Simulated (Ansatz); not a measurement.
Born–Oppenheimer molecular dynamics of C2H3BO (7 atoms, charge 0, multiplicity 1). It starts from a relaxed structure.

All numbers below come from Ansatz 0.2.0, UHF/6-31G.

```json
{"ensemble": "NVE (velocity Verlet)", "time step": "0.25 fs", "steps asked": "250", "starting velocities drawn for": "200 K", "seed": "443593"}
```

First frame:

```xyz
7
Properties=species:S:1:pos:R:3
B -0.794 1.307 0.194
O 0.241 0.474 0.593
C 0.624 -0.683 0.105
C 0.999 -1.732 -0.310
H -1.479 0.994 -0.717
H -0.919 2.299 0.814
H 1.329 -2.659 -0.679
```

Problem. How far do the bonds stretch over the last three quarters of this one trajectory? (Pairs bonded in most of those frames.)

Solution. 
```
 bond  mean (Å)  spread (Å)  shortest  longest
B1–O2     1.389       0.004      1.38     1.40
B1–H5     1.183       0.003      1.18     1.19
B1–H6     1.177       0.006      1.17     1.19
O2–C3     1.315       0.006      1.31     1.33
C3–C4     1.189       0.007      1.18     1.20
C4–H7     1.052       0.005      1.04     1.06
```

Mean temperature of the second half: 113 K. The conserved energy stayed within 0.0079 meV per atom of its start (net change 0.0031 meV per atom), so the integration is sound. The temperature averaged 0.56 of the 200 K drawn at the start: a run that starts near a minimum puts about half its kinetic energy into the potential. A run of 0.062 ps of so small a system gives no equilibrium averages. Limits of this set-up: no polarisation functions.

Time of the run: 4.1 min on 1 thread of Intel(R) Xeon(R) Processor @ 2.70GHz, with other jobs on the host, peak memory 0.1 GiB.
